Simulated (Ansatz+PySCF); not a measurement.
Values are calculated unless marked as measured or tabulated.
Input for Ansatz (development build ahead of 0.2.0):

```yaml
crystal:
  periodic: [false, false, false]
  atoms:
    - { symbol: Be, position_ang: [0.0, 0.0, 0.0] }
    - { symbol: F, position_ang: [0.54636, 0.72848, 1.5772] }
basis:
  gaussian: { orbitals: STO-3G }
magnetization:
  initial_magnetization: 1
hamiltonian:
  xc: hf
correlation:
  method: fci
  frozen_orbitals: { Be: 0, F: 1 }
```

The input is written out in the form of the current development build from the run's settings.

The run gave:

| Quantity | Value |
| --- | --- |
| Converged | yes |
| Total energy | -112.46716 hartree |
| State | lowest doublet root, of any spatial symmetry |
